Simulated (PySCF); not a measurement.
Work out the structure from these simulated measurements.

Formula: C4H4F2O2.

| Property | Result |
| --- | --- |
| 13C NMR | chemical shifts (computed TMS as zero) by class: 168.7 (1 C), 147.5 (1 C), 134.3 (1 C), 118.4 (1 C) ppm [GIAO PBE0/pcSseg-1] |
| Dipole | 3.00 D [PBE0/pcSseg-1] |
| NMR, other nuclei | isotropic shieldings of nuclei other than C and H, by class: -71 (1 O), 78 (1 O), 281 (2 F) ppm [GIAO PBE0/pcSseg-1] |
| 1H NMR | chemical shifts (computed TMS as zero) by class: 7.71 (1 H), 7.29 (1 H), 6.60 (1 H), 6.41 (1 H) ppm [GIAO PBE0/pcSseg-1] |
| Rotational structure | rotational constants A, B, C: 5.345, 1.035, 1.020 GHz [GFN2-xTB] |
| Couplings | largest of the computed one-bond spin–spin couplings (means over like bonds): 19F–13C -320.1 (×2), 13C–1H +224.5, 13C–1H +173.1, 13C–1H +169.5, 13C–1H +168.5, 13C–13C +83.0, 13C–13C +77.0, 17O–13C +35.3 Hz [B3LYP/pcJ-1, spin–dipole term left out for some pairs] |

The electronic properties come from PySCF, for the isolated species, density fitting. Levels stand in brackets. Geometry: GFN2-xTB, one conformer, isolated molecule. NMR classes are plain means over equivalent atoms (diastereotopic ones count apart unless rotation or inversion swaps them), as if these changed places fast.

Problem. Give a SMILES that accounts for the data.

Solution. Numbering: `[CH2:1]=[CH:2][C:3](=[O:4])[O:5][CH:6]([F:7])[F:8]`. Its formula, C4H4F2O2, gives 2 degrees of unsaturation: 0 rings and 2 π bonds in the structure found. 4 carbons fall into 4 classes; from least to most shielded: ester carbonyl carbon [C3] (168.7 ppm), terminal =CH2 carbon [C1] (147.5 ppm), alkene CH carbon [C2] (134.3 ppm), CHF2 carbon [C6] (118.4 ppm). Hydrogen classes from least to most shielded: 1 H on a CHF2 carbon, C6 (7.71 ppm), 1 H on a terminal =CH2 carbon, C1 (7.29 ppm), 1 H on a terminal =CH2 carbon, C1 (6.60 ppm), 1 H on an alkene CH carbon, C2 (6.41 ppm). The other shieldings belong to: -71 ppm, ester carbonyl oxygen [O4]; 78 ppm, ester single-bonded oxygen [O5]; 281 ppm, fluorine of a CF2 group [F7/F8]. The couplings run between: -320.1 Hz, fluorine of a CF2 group [F7] and CHF2 carbon [C6] (with 1 like pair); +224.5 Hz, CHF2 carbon [C6] and its hydrogen; +173.1 Hz, alkene CH carbon [C2] and its hydrogen; +169.5 Hz, terminal =CH2 carbon [C1] and its hydrogen; +168.5 Hz, terminal =CH2 carbon [C1] and its hydrogen; +83.0 Hz, alkene CH carbon [C2] and ester carbonyl carbon [C3]; +77.0 Hz, terminal =CH2 carbon [C1] and alkene CH carbon [C2]; +35.3 Hz, ester single-bonded oxygen [O5] and ester carbonyl carbon [C3]. The optimised geometry has point group Cs and is an asymmetric top. Structure: `O=C(OC(F)F)C=C`. Computed isomers that give other values at the same levels: `O=C(F)CCC(=O)F` (13C chemical shifts (computed TMS as zero) by class: 172.3 (2 C), 29.8 (2 C) ppm); `O=C1C[C@H](C(F)F)O1` (13C chemical shifts (computed TMS as zero) by class: 169.4 (1 C), 119.7 (1 C), 70.0 (1 C), 41.0 (1 C) ppm); `O=C1OC[C@@H]1C(F)F` (13C chemical shifts (computed TMS as zero) by class: 168.3 (1 C), 118.5 (1 C), 61.6 (1 C), 59.3 (1 C) ppm). The assignments are read from this structure; whether some other isomer fits the data as well wasn't checked.

The values belong to the conformer `[CH2:1]=[CH:2][C:3](=[O:4])[O:5][CH:6]([F:7])[F:8]`: C1–C2–C3–O4 0°, C2–C3–O5–C6 180°, C3–O5–C6–F7 -121°.
